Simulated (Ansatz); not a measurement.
Geometry optimisation, UKS B3LYP-D4/6-31G* (Ansatz).

input.yaml

```yaml
crystal:
  periodic: [false, false, false]
  atoms:
    - { symbol: B, position_ang: [-0.598471, -0.470791, -1.022956] }
    - { symbol: F, position_ang: [-0.144736, 0.665569, -1.618646] }
    - { symbol: Cl, position_ang: [0.354263, -1.936708, -1.1652] }
    - { symbol: Cl, position_ang: [-2.212235, -0.476897, -0.33544] }
    - { symbol: H, position_ang: [0.7633, 1.173558, 0.301927] }
    - { symbol: "N", position_ang: [0.776768, 0.68725, 1.194194] }
    - { symbol: H, position_ang: [-0.166695, 0.574181, 1.549029] }
    - { symbol: H, position_ang: [1.227806, -0.216062, 1.097191] }
magnetization:
  spin_polarized: true
basis:
  gaussian: { orbitals: "6-31G*" }
hamiltonian:
  xc: b3lyp
  dispersion: d4
relax:
  f_tol: 0.03
  max_steps: 50
```

Run as:

```bash
$ ansatz run input.yaml --threads 2 --pin off --max-ram 3072MiB --backend cpu --events-out ev --progress --plain --runs-dir out
```

**Question.** Where does it end, and by what steps?

**Answer.** It converged. After 10 steps the energy has fallen by 0.061 eV; H5 moved furthest, 0.19 Å.

```json
{"step": "0", "energy less start (eV)": "0.0000", "largest force component (eV/Å)": "1.245", "accepted": "yes"}
{"step": "1", "energy less start (eV)": "-0.0409", "largest force component (eV/Å)": "0.776", "accepted": "yes"}
{"step": "2", "energy less start (eV)": "0.2080", "largest force component (eV/Å)": "2.097", "accepted": "no"}
{"step": "3", "energy less start (eV)": "-0.0118", "largest force component (eV/Å)": "0.996", "accepted": "no"}
{"step": "4", "energy less start (eV)": "-0.0485", "largest force component (eV/Å)": "0.573", "accepted": "yes"}
{"step": "5", "energy less start (eV)": "-0.0529", "largest force component (eV/Å)": "0.512", "accepted": "yes"}
{"step": "6", "energy less start (eV)": "-0.0579", "largest force component (eV/Å)": "0.346", "accepted": "yes"}
{"step": "7", "energy less start (eV)": "-0.0596", "largest force component (eV/Å)": "0.165", "accepted": "yes"}
{"step": "8", "energy less start (eV)": "-0.0602", "largest force component (eV/Å)": "0.068", "accepted": "yes"}
{"step": "9", "energy less start (eV)": "-0.0606", "largest force component (eV/Å)": "0.065", "accepted": "yes"}
{"step": "10", "energy less start (eV)": "-0.0609", "largest force component (eV/Å)": "0.007", "accepted": "yes"}
```

```xyz
8
Properties=species:S:1:pos:R:3
B -0.655 -0.506 -1.135
F -0.222 0.591 -1.723
Cl 0.321 -1.964 -1.211
Cl -2.241 -0.507 -0.382
H 0.857 1.257 0.441
N 0.834 0.724 1.306
H -0.137 0.594 1.575
H 1.242 -0.190 1.128
```

Whether the end is a true minimum wasn't checked by a vibrational analysis.

Time of the run: 34 s on 2 threads of Arm Neoverse V2, on a shared host, peak memory 0.26 GiB.
